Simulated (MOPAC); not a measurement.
Input file for MOPAC: PM6 on H3ISi2 (SMILES [SiH3][Si]I), a point of a torsion scan.

```
PM6 1SCF PRECISE CHARGE=0 THREADS=1
H3ISi2

Si    -0.73467497 1    -0.02961048 1     0.11060558 1
Si     1.18406673 1     1.22763927 1    -0.12374281 1
I      2.21383809 1     1.39712835 1     2.18633268 1
H     -1.30307031 1    -0.63806670 1     1.31805299 1
H     -1.78670145 1     0.84398049 1    -0.44028361 1
H     -0.54267578 1    -1.13109270 1    -0.85028394 1
```

The log:

```
*******************************************************************************
 **                                                                           **
 **                              MOPAC v23.2.5                                **
 **                                                                           **
 *******************************************************************************
 ** MOPAC's Digital Object Identifier: https://doi.org/10.5281/zenodo.6511958 **
 **                                                                           **
 ** Please cite the open-source release paper for use of this MOPAC version:  **
 ** J. E. Moussa and J. J. P. Stewart (2026)                                  **
 ** MOPAC: An open-source semiempirical molecular orbital program             **
 ** J. Open Source Softw., 11(119), 8025, https://doi.org/10.21105/joss.08025 **
 *******************************************************************************

                              PM6 CALCULATION RESULTS

 *******************************************************************************
 *  PM6        - The PM6 Hamiltonian to be used
 *
 *
 *
 *                 CHARGE ON SYSTEM = 0
 *
 *
 *
 *  PRECISE    - TIGHTER CRITERIA TO BE USED
 *  1SCF       - DO 1 SCF AND THEN STOP
 *  THREADS=1  - MULTI-THREADING NOT USED
 *  T=         - A TIME OF 172800.0 SECONDS REQUESTED
 *  DUMP=N     - RESTART FILE WRITTEN EVERY 7200.0 SECONDS REQUESTED
 *******************************************************************************
PM6 1SCF PRECISE CHARGE=0 THREADS=1
 H3ISi2

   ATOM   CHEMICAL          X               Y               Z
  NUMBER   SYMBOL      (ANGSTROMS)     (ANGSTROMS)     (ANGSTROMS)

     1      Si         -0.73467497  *  -0.02961048  *   0.11060558  *
     2      Si          1.18406673  *   1.22763927  *  -0.12374281  *
     3       I          2.21383809  *   1.39712835  *   2.18633268  *
     4       H         -1.30307031  *  -0.63806670  *   1.31805299  *
     5       H         -1.78670145  *   0.84398049  *  -0.44028361  *
     6       H         -0.54267578  *  -1.13109270  *  -0.85028394  *



          CARTESIAN COORDINATES

    NO.       ATOM           X           Y           Z

     1        Si         -0.7347     -0.0296      0.1106
     2        Si          1.1841      1.2276     -0.1237
     3         I          2.2138      1.3971      2.1863
     4         H         -1.3031     -0.6381      1.3181
     5         H         -1.7867      0.8440     -0.4403
     6         H         -0.5427     -1.1311     -0.8503

 General Reference for PM6:
 "Optimization of Parameters for Semiempirical Methods V: Modification of NDDO Approximations
 and Application to 70 Elements", J. J. P. Stewart, J. Mol. Mod., 13, 1173-1213 (2007)
 URL: https://link.springer.com/article/10.1007/s00894-007-0233-4

           Empirical Formula: H3 Si2 I  =     6 atoms



      MOLECULAR POINT GROUP   :   Cs


      RHF CALCULATION, NO. OF DOUBLY OCCUPIED LEVELS = 9


 -------------------------------------------------------------------------------
 PM6 1SCF PRECISE CHARGE=0 THREADS=1
 H3ISi2



     1SCF WAS SPECIFIED, SO BFGS WAS NOT USED
     SCF FIELD WAS ACHIEVED


                              PM6 CALCULATION
                                                       MOPAC v23.2.5 Linux




          FINAL HEAT OF FORMATION =         61.89081 KCAL/MOL =     258.95113 KJ/MOL


          COSMO AREA              =        144.93 SQUARE ANGSTROMS
          COSMO VOLUME            =        143.89 CUBIC ANGSTROMS

          IONIZATION POTENTIAL    =          7.503779 EV
          HOMO LUMO ENERGIES (EV) =         -7.504 -2.809
          NO. OF FILLED LEVELS    =          9
          MOLECULAR WEIGHT        =        186.0992         POINT GROUP:  Cs

          MOLECULAR DIMENSIONS (Angstroms)

            Atom       Atom       Distance
            H     6    I     3     4.81781
           Si     2    H     4     3.08471
            H     5    H     6     2.27967


          SCF CALCULATIONS        =          1





   ATOM   CHEMICAL          X               Y               Z
  NUMBER   SYMBOL      (ANGSTROMS)     (ANGSTROMS)     (ANGSTROMS)

     1      Si         -0.73467497  *  -0.02961048  *   0.11060558  *
     2      Si          1.18406673  *   1.22763927  *  -0.12374281  *
     3       I          2.21383809  *   1.39712835  *   2.18633268  *
     4       H         -1.30307031  *  -0.63806670  *   1.31805299  *
     5       H         -1.78670145  *   0.84398049  *  -0.44028361  *
     6       H         -0.54267578  *  -1.13109270  *  -0.85028394  *

                             CARTESIAN COORDINATES

   1   Si       -0.734674970    -0.029610480     0.110605580
   2   Si        1.184066730     1.227639270    -0.123742810
   3    I        2.213838090     1.397128350     2.186332680
   4    H       -1.303070310    -0.638066700     1.318052990
   5    H       -1.786701450     0.843980490    -0.440283610
   6    H       -0.542675780    -1.131092700    -0.850283940


           Empirical Formula: H3 Si2 I  =     6 atoms



      MOLECULAR POINT GROUP   :   Cs


                  EIGENVALUES
 -21.07126 -20.21077 -15.69117 -12.25366 -12.15602 -10.45723 -10.20504  -9.74964
  -7.50378  -2.80882  -2.21267  -1.30129   0.15971   0.18267   0.74175   1.04995
   1.21270   1.66758   1.77113   2.20975   2.22005   2.48710   3.31376   4.19777
   4.33977 112.16704 112.20552 112.33716 112.65757 112.67026


              NET ATOMIC CHARGES AND DIPOLE CONTRIBUTIONS

  ATOM NO.   TYPE          CHARGE      No. of ELECS.   s-Pop       p-Pop       d-Pop
    1         Si           0.091542        3.9085     1.24452     2.23606     0.42788
    2         Si           0.210157        3.7898     1.82006     1.85032     0.11947
    3          I          -0.258582        7.2586     1.92587     5.33055     0.00217
    4          H          -0.021423        1.0214     1.02142
    5          H          -0.010845        1.0108     1.01085
    6          H          -0.010849        1.0108     1.01085
 DIPOLE           X         Y         Z       TOTAL
 POINT-CHG.    -1.622    -0.428    -2.860     3.316
 HYBRID         0.181    -0.240     1.704     1.730
 SUM           -1.441    -0.668    -1.156     1.965


          ATOMIC ORBITAL ELECTRON POPULATIONS

     Atom    s        px        py        pz      x^2-y^2     xz        z^2       yz        xy
    1 Si   1.24452   0.74379   0.74595   0.74632   0.03236   0.07333   0.05990   0.14789   0.11441
    2 Si   1.82006   0.67264   0.44863   0.72905   0.01155   0.02164   0.03602   0.01425   0.03601
    3  I   1.92587   1.85664   1.87039   1.60351   0.00010   0.00074   0.00091   0.00032   0.00010
    4  H   1.02142
    5  H   1.01085
    6  H   1.01085

 **********************
 *                    *
 * JOB ENDED NORMALLY *
 *                    *
 **********************




 == MOPAC DONE ==
```

The run finished.

Cost: very roughly 0.03 core-seconds.
